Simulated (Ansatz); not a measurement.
Program: Ansatz. Geometries: PBE0-D4/def2-TZVP. ΔE: electronic, gas phase. CBS: MP2 limit from def2 TZ/QZ plus the TZ coupled-cluster correction, frozen cores. This one scheme is used for every species. DFT in def2-TZVPP. B3LYP here is the variant with VWN-RPA as its local correlation; programs differ in this. Each species was taken in one conformer, which may not be the lowest.

`NC([SiH3])[SiH2]O` + `[OH][Al]([OH])[O][SiH3]` → `[OH][Al]([O][SiH3])[O][SiH3]` + `NC[SiH2]O`  (ligand exchange at the Si–C bond)

Task: Is it downhill or uphill in electronic energy at CCSD(T)/CBS, and by how much? (Best estimate.)

Result: The calculation gave: Downhill: ΔE = -117.3 kJ/mol.

Task: What do these levels give: B3LYP-D4, ωB97X-V, B3LYP, CCSD(T)/def2-TZVPP, MP2/CBS(def2), CCSD/CBS(def2)? (Estimate.)

Result: The calculation gave: B3LYP-D4 -119.2, ωB97X-V -117.8, B3LYP -125.4, CCSD(T)/def2-TZVPP -118.6, MP2/CBS(def2) -117.3, CCSD/CBS(def2) -122.1 kJ/mol.

Largest T1 diagnostic among the species: 0.012.

From PBE to PBE0 (25 % exact exchange), in def2-TZVPP and without D4, ΔE moves by −8.2 kJ/mol. The D4 term adds +6.2 kJ/mol with B3LYP and +3.2 kJ/mol with PBE0; it sums over pairs of atoms, weighted by their polarisabilities, and B3LYP, whose exchange is more repulsive, gets the larger term. In def2-TZVPP, CCSD(T) changes the Hartree–Fock value by +31.4 kJ/mol (the triples alone add +4.8 kJ/mol) and MP2 by +31.4 kJ/mol.
